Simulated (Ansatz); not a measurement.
```yaml
crystal:
  periodic: [true, true, true]
  atoms:
    - {symbol: Cl, position_ang: [-1.102366, -0.012065, -1.978226]}
    - {symbol: Nb, position_ang: [0.007044, -0.010660, -0.007665]}
    - {symbol: Cl, position_ang: [-1.918388, -0.694352, 1.076616]}
    - {symbol: Cl, position_ang: [1.066760, -1.880656, 0.695024]}
    - {symbol: Cl, position_ang: [1.932280, 0.672847, -1.092398]}
    - {symbol: Cl, position_ang: [0.056870, 1.860885, 1.260550]}
basis:
  gaussian: {orbitals: ANO-RCC-VTZP}
magnetization: {spin_polarized: true, initial_magnetization: 2}
hamiltonian: {xc: {name: PBE}}
output: {forces: true}
```

```sh
$ ansatz run in.yaml --threads 2 --pin off --events-out ev --progress --plain --max-ram 22528MiB --backend cpu
```

Question: How does Ansatz answer? (Best estimate.)

Answer: The calculation gave: The program refused the input.
```
Error: YAML parse error: error: line 2 column 3: crystal: missing field `lattice` (a structure is typed as `lattice` and `atoms`, a molecule's as `atoms` in Å alone, or read from a run's directory, `checkpoint`)
 --> <input>:2:3
1 | crystal:
2 |   periodic: [true, true, true]
3 |   atoms:
4 |     - {symbol: Cl, position_ang: [-1.102366, -0.012065, -1.978226]}
```
